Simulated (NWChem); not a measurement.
Everything below was run with NWChem. System: Se (-1), charge -1, spin multiplicity 2. Its SCF solution wasn't tested for a lower state. Level: UB3LYP/def2-TZVPD, VWN1-RPA local correlation.

Job file:

```
start mol
memory heap 200 mb stack 900 mb global 1100 mb
charge -1
geometry units angstroms nocenter noautoz
  Se     0.000000     0.000000     0.000000
  symmetry group D2h
end
basis spherical
  * library def2-tzvpd
end
dft
  xc b3lyp
  odft
  mult 2
  semidirect memsize 60000000 filesize 0
  iterations 100
end
task dft energy
```

Output (cleaned and shortened):

```
             Northwest Computational Chemistry Package (NWChem) 7.3.0
             --------------------------------------------------------

                                NWChem Input Module
                                -------------------

 Scaling coordinates for geometry "geometry" by  1.889725989
 (inverse scale =  0.529177249)

                             Geometry "geometry" -> ""
                             -------------------------

 Output coordinates in angstroms (scale by  1.889725989 to convert to a.u.)

  No.       Tag          Charge          X              Y              Z
 ---- ---------------- ---------- -------------- -------------- --------------
    1 Se                  34.0000     0.00000000     0.00000000     0.00000000

 Effective nuclear repulsion energy (a.u.)       0.0000000000

            Nuclear Dipole moment (a.u.)
            ----------------------------
        X                 Y               Z
 ---------------- ---------------- ----------------
     0.0000000000     0.0000000000     0.0000000000

      Symmetry information
      --------------------

 Group name             D2h
 Group number             26
 Group order               8
 No. of unique centers     1

      Symmetry unique atoms

     1


 Summary of "ao basis" -> "" (spherical)
 ------------------------------------------------------------------------------
       Tag                 Description            Shells   Functions and Types
 ---------------- ------------------------------  ------  ---------------------
 *                         def2-tzvpd                 on all atoms

                                 NWChem DFT Module
                                 -----------------

 Summary of "ao basis" -> "ao basis" (spherical)
 ------------------------------------------------------------------------------
       Tag                 Description            Shells   Functions and Types
 ---------------- ------------------------------  ------  ---------------------
 Se                        def2-tzvpd               19       57   7s6p5d1f

 Summary of "ao basis" -> "ao basis" (spherical)
 ------------------------------------------------------------------------------
       Tag                 Description            Shells   Functions and Types
 ---------------- ------------------------------  ------  ---------------------
 Se                        def2-tzvpd               19       57   7s6p5d1f

      Symmetry analysis of basis
      --------------------------

        ag         17
        au          1
        b1g         5
        b1u         8
        b2g         5
        b2u         8
        b3g         5
        b3u         8

            General Information
            -------------------
          SCF calculation type: DFT
          Wavefunction type:  spin polarized.
          No. of atoms     :     1
          No. of electrons :    35
           Alpha electrons :    18
            Beta electrons :    17
          Charge           :    -1
          Spin multiplicity:     2
          Use of symmetry is: on ; symmetry adaption is: on
          Maximum number of iterations: 100
          AO basis - number of functions:    57
                     number of shells:    19
          Convergence on energy requested:  1.00D-06
          Convergence on density requested:  1.00D-05
          Convergence on gradient requested:  5.00D-04

              XC Information
              --------------
                         B3LYP Method XC Potential
[...]
   Bfn.  Coefficient  Atom+Function         Bfn.  Coefficient  Atom+Function
  ----- ------------  ---------------      ----- ------------  ---------------
    18      0.446417  1 Se py                21      0.373490  1 Se py
    12     -0.311699  1 Se py                15      0.282655  1 Se py
    24      0.135702  1 Se py                 9      0.094961  1 Se py

 Vector   19  Occ=0.000000D+00  E= 1.636293D-01  Symmetry=b1u
              MO Center= -3.5D-30,  3.5D-30, -1.4D-19, r^2= 1.6D+01
   Bfn.  Coefficient  Atom+Function         Bfn.  Coefficient  Atom+Function
  ----- ------------  ---------------      ----- ------------  ---------------
    25      1.260151  1 Se pz                22     -0.593866  1 Se pz
    16     -0.139376  1 Se pz                13      0.103211  1 Se pz
    10     -0.030848  1 Se pz

 Vector   20  Occ=0.000000D+00  E= 1.667469D-01  Symmetry=b2u
              MO Center=  1.1D-31, -4.7D-20,  1.4D-29, r^2= 1.6D+01
   Bfn.  Coefficient  Atom+Function         Bfn.  Coefficient  Atom+Function
  ----- ------------  ---------------      ----- ------------  ---------------
    24      1.267202  1 Se py                21     -0.650459  1 Se py
    15     -0.154623  1 Se py                12      0.116421  1 Se py
     9     -0.034850  1 Se py

 Vector   21  Occ=0.000000D+00  E= 1.667469D-01  Symmetry=b3u
              MO Center= -4.7D-20, -1.9D-32,  8.3D-32, r^2= 1.6D+01
   Bfn.  Coefficient  Atom+Function         Bfn.  Coefficient  Atom+Function
  ----- ------------  ---------------      ----- ------------  ---------------
    23      1.267202  1 Se px                20     -0.650459  1 Se px
    14     -0.154623  1 Se px                11      0.116421  1 Se px
     8     -0.034850  1 Se px

                     DFT Final Beta Molecular Orbital Analysis
                     -----------------------------------------

 Vector   15  Occ=1.000000D+00  E=-3.657605D-01  Symmetry=ag
              MO Center= -1.5D-20, -1.5D-20,  5.9D-19, r^2= 1.1D+00
   Bfn.  Coefficient  Atom+Function         Bfn.  Coefficient  Atom+Function
  ----- ------------  ---------------      ----- ------------  ---------------
     5      0.683320  1 Se s                  6      0.513071  1 Se s
     4     -0.381046  1 Se s                  3     -0.289120  1 Se s
     2      0.131387  1 Se s                  7      0.048785  1 Se s
     1     -0.041272  1 Se s

 Vector   16  Occ=1.000000D+00  E= 6.072406D-03  Symmetry=b3u
              MO Center= -3.0D-19, -7.0D-32, -5.7D-32, r^2= 2.5D+00
   Bfn.  Coefficient  Atom+Function         Bfn.  Coefficient  Atom+Function
  ----- ------------  ---------------      ----- ------------  ---------------
    17      0.431065  1 Se px                20      0.377385  1 Se px
    11     -0.306811  1 Se px                14      0.279840  1 Se px
    23      0.159121  1 Se px                 8      0.093455  1 Se px

 Vector   17  Occ=1.000000D+00  E= 6.072406D-03  Symmetry=b2u
              MO Center= -1.4D-32, -3.0D-19,  5.7D-32, r^2= 2.5D+00
   Bfn.  Coefficient  Atom+Function         Bfn.  Coefficient  Atom+Function
  ----- ------------  ---------------      ----- ------------  ---------------
    18      0.431065  1 Se py                21      0.377385  1 Se py
    12     -0.306811  1 Se py                15      0.279840  1 Se py
    24      0.159121  1 Se py                 9      0.093455  1 Se py

 Vector   18  Occ=0.000000D+00  E= 6.933101D-02  Symmetry=b1u
              MO Center= -3.1D-30,  3.0D-30, -1.2D-18, r^2= 3.2D+00
   Bfn.  Coefficient  Atom+Function         Bfn.  Coefficient  Atom+Function
  ----- ------------  ---------------      ----- ------------  ---------------
    19      0.398950  1 Se pz                22      0.356238  1 Se pz
    13     -0.287056  1 Se pz                25      0.263480  1 Se pz
    16      0.258147  1 Se pz                10      0.087561  1 Se pz

 Vector   19  Occ=0.000000D+00  E= 1.675197D-01  Symmetry=b3u
              MO Center= -4.2D-20,  6.6D-32, -3.2D-31, r^2= 1.6D+01
   Bfn.  Coefficient  Atom+Function         Bfn.  Coefficient  Atom+Function
  ----- ------------  ---------------      ----- ------------  ---------------
    23      1.266847  1 Se px                20     -0.668334  1 Se px
    14     -0.161011  1 Se px                11      0.122664  1 Se px
     8     -0.036747  1 Se px

 Vector   20  Occ=0.000000D+00  E= 1.675197D-01  Symmetry=b2u
              MO Center= -2.3D-31, -4.2D-20,  4.4D-31, r^2= 1.6D+01
   Bfn.  Coefficient  Atom+Function         Bfn.  Coefficient  Atom+Function
  ----- ------------  ---------------      ----- ------------  ---------------
    24      1.266847  1 Se py                21     -0.668334  1 Se py
    15     -0.161011  1 Se py                12      0.122664  1 Se py
     9     -0.036747  1 Se py

   alpha - beta orbital overlaps
   -----------------------------

   alpha      1      2      3      4      5      6      7      8      9     10
    beta      1      2      3      5      4      6      7      8      9     10
 overlap   1.000  1.000  1.000  1.000  1.000  1.000  1.000  1.000  1.000  1.000

   alpha     11     12     13     14     15     16     17     18     19     20
    beta     12     11     14     13     15     18     16     17     21     20
 overlap   1.000  1.000  1.000  1.000  0.999  0.983  1.000  1.000  0.984  1.000

   alpha     21     22     23     24     25     26     27     28     29     30
    beta     19     22     27     23     24     26     25     30     28     29
 overlap   1.000  0.998  0.997  1.000  1.000  1.000  1.000  0.998  1.000  1.000

   alpha     31     32     33     34     35     36     37     38     39     40
    beta     35     33     34     31     32     36     41     37     38     39
 overlap   0.998  0.999  0.999  1.000  1.000  0.999  1.000  1.000  1.000  1.000

   alpha     41     42     43     44     45     46     47     48     49     50
    beta     40     48     44     45     43     42     46     47     49     50
 overlap   1.000  0.999  1.000  1.000  1.000  1.000  1.000  1.000  0.999  1.000

   alpha     51     52     53     54     55     56     57
    beta     51     52     54     53     56     55     57
 overlap   1.000  1.000  1.000  1.000  1.000  1.000  1.000

     --------------------------
     Expectation value of S2:
     --------------------------
      <S2> =      0.7534 (Exact =     0.7500)

 Task  times  cpu:        3.6s     wall:        3.6s

 Total times  cpu:        3.6s     wall:        3.6s
```
